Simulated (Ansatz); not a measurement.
Basis sets compared for `CCCCCCCCCCCCP(=O)(O)O`. Charge 0, multiplicity 1. Geometry PBE-D4/def2-SVP. Ansatz on 2 threads of AMD EPYC 7R13 on a shared host and a share (18 GiB) of an NVIDIA H100 80GB HBM3; times are rough, and most runs start from earlier orbitals.

```xyz
43

C    -3.209    4.214    4.559
C    -1.733    3.824    4.676
C    -1.149    3.136    3.433
C    -1.754    1.762    3.120
C    -1.180    1.079    1.870
C     0.303    0.701    1.971
C     0.833   -0.124    0.791
C     0.827    0.613   -0.555
C     1.502   -0.151   -1.702
C     0.801   -1.453   -2.105
C     1.474   -2.156   -3.286
C     0.780   -3.463   -3.685
P     1.550   -4.253   -5.121
O     1.648   -3.494   -6.415
O     3.011   -4.694   -4.499
O     0.690   -5.653   -5.237
H    -3.866    3.330    4.426
H    -3.560    4.748    5.465
H    -3.379    4.885    3.690
H    -1.593    3.158    5.557
H    -1.134    4.735    4.892
H    -1.280    3.802    2.548
H    -0.051    3.033    3.569
H    -1.613    1.094    4.001
H    -2.854    1.864    2.993
H    -1.767    0.157    1.662
H    -1.343    1.742    0.991
H     0.922    1.619    2.075
H     0.459    0.125    2.911
H     1.874   -0.446    1.014
H     0.238   -1.062    0.711
H     1.340    1.592   -0.426
H    -0.218    0.858   -0.849
H     2.557   -0.376   -1.425
H     1.561    0.511   -2.594
H    -0.262   -1.237   -2.358
H     0.768   -2.152   -1.240
H     2.536   -2.374   -3.040
H     1.497   -1.479   -4.168
H    -0.281   -3.292   -3.962
H     0.782   -4.202   -2.855
H     3.672   -4.655   -5.218
H     0.598   -5.866   -6.188
```

Single mean-field runs in def2-TZVP are fitted with def2-universal-jkfit.

Binding counts from free atoms (C triplet, P quartet, O triplet, H doublet) in the same basis, without a counterpoise term.

| level | functions | energy (Eh) | HOMO (eV) | LUMO (eV) | binding per atom (eV) | wall time |
| --- | --- | --- | --- | --- | --- | --- |
| PBE-D4/def2-SVP | 363 | -1039.0086 | -6.40 | 0.23 | 4.30 | 3.3 s |
| PBE0-D4/def2-SVP | 363 | -1039.1337 | -8.09 | 1.19 | 4.24 | 7.5 s |

Estimate the rows for PBE-D4/def2-TZVP (with forces), PBE0-D4/def2-TZVP (with forces).


| level | functions | energy (Eh) | HOMO (eV) | LUMO (eV) | binding per atom (eV) | wall time |
| --- | --- | --- | --- | --- | --- | --- |
| PBE-D4/def2-TZVP (with forces) | 664 | -1039.9388 | -6.77 | -0.33 | 4.28 | 7.5 s |
| PBE0-D4/def2-TZVP (with forces) | 664 | -1040.0488 | -8.33 | 0.57 | 4.22 | 5.5 s |
